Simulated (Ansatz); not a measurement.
Reaction (formal exchange of groups at the Al–C bond): `C[CH2][Al]([OH])[OH]` + `C#C[SiH3]` → `[OH][Al]([OH])[SiH3]` + `C#CCC`

Gas-phase electronic energies from Ansatz, PBE0-D4/def2-TZVP geometries. CBS: MP2 limit from def2 TZ/QZ plus the TZ coupled-cluster correction, frozen cores. DFT in def2-TZVPP. One conformer a species, not always the lowest.

`C[CH2][Al]([OH])[OH]`:

Z-matrix (Å, degrees):
```
C
C 1 1.529
H 1 1.092 2 111.6
H 1 1.092 2 111.6 3 119.1
H 1 1.094 2 111.8 3 -120.5
Al 2 1.949 1 115.5 3 -59.5
H 2 1.098 1 110.2 3 63.1
H 2 1.098 1 110.2 3 177.9
O 6 1.695 2 118.9 1 0.2
O 6 1.700 2 124.3 1 -179.8
H 9 0.956 6 122.3 2 180.0
H 10 0.955 6 124.1 2 0.1
```

`C#C[SiH3]`:

Cartesian coordinates in Å:
```
C -1.585 0.994 -0.587
C -0.610 0.383 -0.226
Si 0.863 -0.542 0.320
H -2.446 1.535 -0.907
H 2.065 0.312 0.158
H 0.706 -0.916 1.746
H 1.007 -1.766 -0.504
```

`[OH][Al]([OH])[SiH3]`:

Cartesian coordinates in Å:
```
O 1.145 -1.594 0.808
Al 0.077 -0.677 -0.136
O -0.808 -1.307 -1.436
Si -0.197 1.684 0.379
H 1.347 -2.521 0.701
H -0.792 -2.206 -1.758
H 0.491 2.524 -0.642
H 0.373 2.028 1.710
H -1.636 2.070 0.376
```

`C#CCC`:

Cartesian coordinates in Å:
```
C 2.047 -0.985 -0.281
C 1.058 -0.469 0.163
C -0.150 0.157 0.675
C -1.160 0.482 -0.422
H 2.926 -1.442 -0.668
H -0.604 -0.507 1.417
H 0.126 1.071 1.212
H -2.049 0.949 0.006
H -0.730 1.167 -1.154
H -1.465 -0.424 -0.948
```

| species | r2SCAN0-D4 energy (Eh) |
| --- | --- |
| `C[CH2][Al]([OH])[OH]` | -473.35593 |
| `C#C[SiH3]` | -367.98435 |
| `[OH][Al]([OH])[SiH3]` | -685.41991 |
| `C#CCC` | -155.90922 |

Problem. Work out ΔE.

Solution. ΔE = (-685.41991) + (-155.90922) − (-473.35593) − (-367.98435) = 0.01115 Eh = +29.3 kJ/mol. CCSD(T)/CBS gives +35.1 kJ/mol.

Largest T1 diagnostic among the species: 0.013.

At CCSD(T), def2-SVP lies −12.6 kJ/mol from the extrapolated value and def2-TZVPP −1.3 kJ/mol. Leaving LDA and LC-ωPBE aside and taking each functional with its dispersion term where it has one, the values, not all of them listed here, spread over 20.0 kJ/mol, from PBE-D4 to ωB97M-V. LDA lies −6.0 kJ/mol from PBE without D4.
